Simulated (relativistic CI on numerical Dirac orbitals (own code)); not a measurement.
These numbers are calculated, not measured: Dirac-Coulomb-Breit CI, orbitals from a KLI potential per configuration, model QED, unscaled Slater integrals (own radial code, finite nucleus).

The strongest absorption lines from the ground level of an ion, among the configurations computed and to levels below about 601 eV (vacuum wavelength in nm, gf): 2.3616 (0.45), 2.3622 (0.7), 2.4064 (1.2), 2.4083 (2.2), 2.4120 (2.8), 2.4291 (0.43), 2.6390 (0.23), 19.337 (0.27).

(1) Which ion is it?
A. Ca11+
B. Ca13+
C. S9+
D. Cr17+

Answers

(1) B. Ca13+ has 7 electrons and the ground level 2s2 2p3 4S°_3/2; the strongest line goes to 2s2 2p2 3d 4P_5/2. The pattern of lines fixes the number of electrons, and along that sequence the line energies rise steadily with the charge (about as its square where n changes within one kind of shell, about linearly where n is kept but much faster in heavy ions where fine structure, which grows about as Z⁴, sets the gap, and irregularly where shells cross), which fixes Z. Configurations outside the model, such as inner-shell arrays, can give stronger lines. At this charge energies of transitions that change n are usually good to better than 1 %, and those within a shell (Δn = 0) to a few per cent.

LS names give the leading component of a level, which can be under half, so a name can repeat, a term be missing and a line seem to break the LS rules.
